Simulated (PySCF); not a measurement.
Compound: C7H11N.
Cartesian coordinates in Å at the PBE0-D3(BJ)/def2-SVP level; atoms count from 1:
```xyz
19
C7H11N angstrom
C     -1.065   -3.158    0.577
C     -0.689   -2.237   -0.114
C     -0.239   -1.110   -0.920
C     -0.017    0.148   -0.078
C     -1.139    1.148   -0.113
C     -0.951    2.341    0.801
N      1.014    0.370    0.624
C      2.082   -0.593    0.680
H     -1.401   -3.977    1.186
H     -0.989   -0.902   -1.700
H      0.694   -1.379   -1.443
H     -2.073    0.606    0.128
H     -1.268    1.473   -1.163
H     -0.030    2.885    0.549
H     -1.803    3.032    0.725
H     -0.852    2.018    1.847
H      2.765   -0.342    1.504
H      2.680   -0.575   -0.250
H      1.731   -1.630    0.829
```

Level: PBE0/def2-SVPD in PySCF, non-relativistic, on one gas-phase PBE0-D3(BJ)/def2-SVP geometry that isn't relaxed in the solvent. The solvent is an IEF-PCM continuum (Bondi radii, 1.10 Å for H, scaled by 1.2), and excitations are vertical TDDFT with non-equilibrium linear response and a frozen core. The model holds no explicit solvent molecules, cavitation or dispersion.

| run | E − E(gas) (kcal/mol) | HOMO (eV) | HOMO–LUMO gap (eV) | dipole (D) | lowest singlet (eV) | static polarisability (au) |
| --- | --- | --- | --- | --- | --- | --- |
| gas | 0.00 | -6.86 | 6.70 | 1.50 | 4.90 | 91.2 |
| P | -4.91 | -6.97 | 6.81 | 2.20 | 4.99 | 117.4 |
| Q | -2.43 | -6.89 | 6.75 | 1.80 | 4.93 | 103.7 |

Problem. The runs were made in benzene and dichloromethane. Which run belongs to which solvent?

Solution. P = dichloromethane, Q = benzene. The dielectric constants are 2.271 (benzene), 8.93 (dichloromethane), and the energy falls further as ε rises. The optical constants n² used for the excitations are 2.25, 2.03 in the same order. In this model the ground state sees the solvent through ε alone.

Problem. How constant is the ratio of the lowering to (ε − 1)/(2ε + 1)?

Solution. 
```
        solvent  (ε − 1)/(2ε + 1)  E − E(gas) (kcal/mol)  ratio (kcal/mol)  polarisation term (kcal/mol)
        benzene             0.229                  -2.43             -10.6                         -2.61
dichloromethane             0.420                  -4.91             -11.7                         -5.74
```

The ratio changes by +10.2 % in size from benzene to dichloromethane. The polarisation term is half the interaction of the solute with the induced surface charges.

The run took 45 s of wall time on one thread of an x86-64 server, shared host. This is the whole response run at PBE0/def2-SVPD in dichloromethane, SCF included.
